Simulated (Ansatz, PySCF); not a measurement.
Si(OH)3(SeH) (H4O3SeSi), SMILES O[Si](O)(O)[SeH]. Atoms are numbered in the order given.

```xyz
9

O     -0.9645     1.5269    -0.9615
Si    -0.7031     0.1045    -0.1682
O     -1.5118     0.1782     1.2636
O     -1.2116    -1.0639    -1.2245
Se     1.4200    -0.3244     0.5023
H     -0.9838     1.4686    -1.9215
H     -2.2601     0.7844     1.2707
H     -0.9753    -1.9666    -0.9895
H      1.8681    -0.5876    -0.8746
```

The structure is a stationary point at PBE0-D3(BJ)/def2-SVP. One conformer was computed; it need not be the lowest.

Two levels are set side by side: PBE-D3(BJ)/def2-SVP (Ansatz, an electronic-structure program) and PBE0-D3(BJ)/def2-SVP (Ansatz). Each level has its own optimised geometry; the coordinates shown are those of the second. Frequencies come from the Hessian of PySCF at each geometry. Differences are taken from unrounded values.

```json
[
 {"quantity": "mean bond length (Å)", "PBE0-D3(BJ)": "1.447", "PBE-D3(BJ)": "1.463", "PBE-D3(BJ) minus PBE0-D3(BJ)": "0.016"},
 {"quantity": "bond O1–Si2 (Å)", "PBE0-D3(BJ)": "1.649", "PBE-D3(BJ)": "1.668", "PBE-D3(BJ) minus PBE0-D3(BJ)": "0.018"},
 {"quantity": "bond Si2–O3 (Å)", "PBE0-D3(BJ)": "1.646", "PBE-D3(BJ)": "1.664", "PBE-D3(BJ) minus PBE0-D3(BJ)": "0.018"},
 {"quantity": "bond Si2–O4 (Å)", "PBE0-D3(BJ)": "1.655", "PBE-D3(BJ)": "1.674", "PBE-D3(BJ) minus PBE0-D3(BJ)": "0.019"},
 {"quantity": "bond Si2–Se5 (Å)", "PBE0-D3(BJ)": "2.267", "PBE-D3(BJ)": "2.288", "PBE-D3(BJ) minus PBE0-D3(BJ)": "0.020"},
 {"quantity": "bond O1–H6 (Å)", "PBE0-D3(BJ)": "0.962", "PBE-D3(BJ)": "0.973", "PBE-D3(BJ) minus PBE0-D3(BJ)": "0.011"},
 {"quantity": "bond O3–H7 (Å)", "PBE0-D3(BJ)": "0.963", "PBE-D3(BJ)": "0.975", "PBE-D3(BJ) minus PBE0-D3(BJ)": "0.012"},
 {"quantity": "bond O4–H8 (Å)", "PBE0-D3(BJ)": "0.962", "PBE-D3(BJ)": "0.974", "PBE-D3(BJ) minus PBE0-D3(BJ)": "0.012"},
 {"quantity": "bond Se5–H9 (Å)", "PBE0-D3(BJ)": "1.472", "PBE-D3(BJ)": "1.486", "PBE-D3(BJ) minus PBE0-D3(BJ)": "0.014"},
 {"quantity": "highest harmonic wavenumber (cm⁻¹)", "PBE0-D3(BJ)": "3933", "PBE-D3(BJ)": "3764", "PBE-D3(BJ) minus PBE0-D3(BJ)": "-170"},
 {"quantity": "mean harmonic wavenumber (cm⁻¹)", "PBE0-D3(BJ)": "1087", "PBE-D3(BJ)": "1046", "PBE-D3(BJ) minus PBE0-D3(BJ)": "-41"},
 {"quantity": "zero-point energy (kcal/mol)", "PBE0-D3(BJ)": "32.63", "PBE-D3(BJ)": "31.41", "PBE-D3(BJ) minus PBE0-D3(BJ)": "-1.22"}
]
```

Exact exchange shortens and stiffens bonds; PBE has none. Differences between two approximate levels are no errors against the true value.
